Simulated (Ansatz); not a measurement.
`[Cl][GaH][Cl]` + `BS` → `B[S][GaH][Cl]` + HCl at 700 K and 1 bar (ligand exchange at a Ga–Cl bond).

Gas-phase electronic energies from Ansatz, PBE0-D4/def2-TZVP geometries. CBS: MP2 limit from def2 TZ/QZ plus the TZ coupled-cluster correction, frozen cores. This one scheme is used for every species. For Ga outer-core shells are correlated without core-valence functions, which leaves a few kJ/mol of doubt a bond. Scalar relativity is left out up to krypton. Each species was taken in one conformer, which may not be the lowest.

```csv
species,CCSD(T)/CBS energy (Eh),H − E (kJ/mol),S (J/(mol·K))
`[Cl][GaH][Cl]`,-2844.19972,67.0,359.4
`BS`,-424.38198,115.9,297.3
`B[S][GaH][Cl]`,-2808.18728,146.8,444.3
HCl,-460.38127,38.4,211.8
```

H − E and S are ideal-gas, rigid-rotor, harmonic terms from PBE0-D4/def2-TZVP, for one conformer and one mirror image of each species. 1 Eh = 2625.50 kJ/mol, R = 8.31446 J/(mol·K).

**Question.** By hand: ΔE, ΔH, ΔS and ΔG.

**Answer.** ΔE = (-2808.18728) + (-460.38127) − (-2844.19972) − (-424.38198) = 0.01315 Eh = 34.5 kJ/mol. Δ(H − E) = 146.8 + 38.4 − 67.0 − 115.9 = 2.3, so ΔH = 36.8 kJ/mol. ΔS = 444.3 + 211.8 − 359.4 − 297.3 = -0.6 J/(mol·K). ΔG = 36.8 − 700 × (-0.6)/1000 = 37.2 kJ/mol.

**Question.** By hand: the equilibrium constant, and the temperature at which ΔG would vanish if ΔH and ΔS stayed fixed.

**Answer.** log₁₀ K = −ΔG/(RT ln 10) = -2.8. ΔH and −TΔS have one sign here, so there is no such temperature. One of them is within its doubt of zero, so this could turn.

The number of gas molecules stays the same, so ΔS is small and ΔH decides. A doubt of 5 kJ/mol in ΔE shifts log₁₀ K by 0.4 here. Other conformers and mirror images would add mixing entropy, several J/(mol·K) or more a flexible species. Modes under 60 cm⁻¹, often nearly free rotors, make the harmonic entropy too high. These are equilibria of isolated gas molecules and say nothing of rates. Largest T1 diagnostic: 0.015 (customary marks: 0.02 for closed shells, 0.045 for open ones).
